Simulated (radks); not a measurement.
Calculated with a radial shooting solver on a logarithmic mesh with Libxc functionals: non-relativistic Kohn-Sham, SCAN, spin-polarised, spherical densities, point nucleus; open shells are filled with parallel spins first; meta-GGA in the generalised Kohn-Sham scheme. Each species is in its NIST ground configuration. Rank C, F, Ne by Delta-SCF ionisation energy (eV), largest first.

Answer. Ne 22.508, F 17.753, C 11.895.
